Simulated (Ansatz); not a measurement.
CH₂Cl₂GeO, relaxed with RKS PBE0-D4/def2-TZVP in Ansatz 0.2.0 from a PBE-D4/def2-SVP geometry. The force threshold is 0.005 eV/Å; the program also tests the step.

The species carries charge 0 and has multiplicity 1. The bonds changed during the relaxation, so this is another structure than the one it started from.

Start:

```xyz
7

Cl   -2.877    0.339   -0.143
C    -1.154    0.175   -0.210
O    -0.433    0.566    0.691
Ge    1.802    0.586    0.557
Cl    1.735   -0.688   -1.329
H    -0.765   -0.309   -1.137
H     1.692   -0.670    1.571
```

**Question.** By how much does the energy fall, and how many steps does the optimiser take? (Estimate.)

**Answer.** Ansatz gave: 0.04 eV, in 7 steps, 1 of them rejected.

**Question.** Which bonds change most? (Best estimate.)

**Answer.** Computed: Ge4–Cl5 from 2.278 to 2.248 Å; Ge4–H7 from 1.618 to 1.595 Å; C2–H6 from 1.116 to 1.095 Å; C2–O3 from 1.219 to 1.199 Å.

**Question.** Give the relaxed structure. (An estimate is asked.)

**Answer.** Ansatz gave: 
```xyz
7

Cl   -2.852    0.328   -0.126
C    -1.149    0.177   -0.213
O    -0.432    0.570    0.665
Ge    1.798    0.581    0.559
Cl    1.749   -0.683   -1.300
H    -0.785   -0.303   -1.127
H     1.672   -0.670    1.542
```
